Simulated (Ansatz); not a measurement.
The inner images of a band of GeH4O (6 atoms, charge 0, multiplicity 1) are given out of order.

Computed with RKS PBE0/def2-SVP (Ansatz).

Initial state:

```xyz
6
Properties=species:S:1:pos:R:3
Ge 0.263 -0.021 0.224
H 0.322 0.042 1.765
H 1.671 -0.029 -0.381
H -0.562 1.170 -0.308
O -0.457 -1.564 -0.308
H -1.353 -1.687 0.021
```

Final state:

```xyz
6
Properties=species:S:1:pos:R:3
Ge -0.898 0.110 0.452
H 1.544 0.059 1.291
H 1.732 0.251 0.574
H -0.253 0.987 -0.718
O -0.934 -1.381 -0.545
H -1.307 -2.115 -0.042
```

Put them in order from the first end to the last, with their energies above the first end.
A.
```xyz
6
Properties=species:S:1:pos:R:3
Ge -0.046 0.034 0.306
H 0.732 -0.004 1.599
H 1.468 0.078 -0.017
H -0.353 1.261 -0.525
O -0.661 -1.459 -0.438
H -1.256 -1.999 0.088
```
B.
```xyz
6
Properties=species:S:1:pos:R:3
Ge -0.804 0.145 0.489
H 1.327 -0.016 1.200
H 1.518 0.168 0.472
H -0.172 1.050 -0.667
O -0.802 -1.357 -0.497
H -1.183 -2.079 0.016
```
C.
```xyz
6
Properties=species:S:1:pos:R:3
Ge 0.158 0.012 0.222
H 0.445 0.012 1.729
H 1.613 -0.001 -0.211
H -0.452 1.262 -0.430
O -0.634 -1.447 -0.431
H -1.246 -1.929 0.133
```
D.
```xyz
6
Properties=species:S:1:pos:R:3
Ge -0.318 0.057 0.444
H 0.940 -0.015 1.367
H 1.392 0.122 0.148
H -0.246 1.220 -0.556
O -0.647 -1.459 -0.455
H -1.237 -2.016 0.064
```
E.
```xyz
6
Properties=species:S:1:pos:R:3
Ge -0.561 0.090 0.509
H 1.115 -0.005 1.161
H 1.393 0.113 0.351
H -0.190 1.168 -0.590
O -0.664 -1.426 -0.469
H -1.209 -2.030 0.049
```

C (+20.6 kJ/mol), A (+134.8 kJ/mol), D (+240.5 kJ/mol), E (+159.7 kJ/mol), B (+127.1 kJ/mol).

Run time: 2.5 min on 1 thread of Arm Neoverse V1 (shared host), peak memory 0.12 GiB.
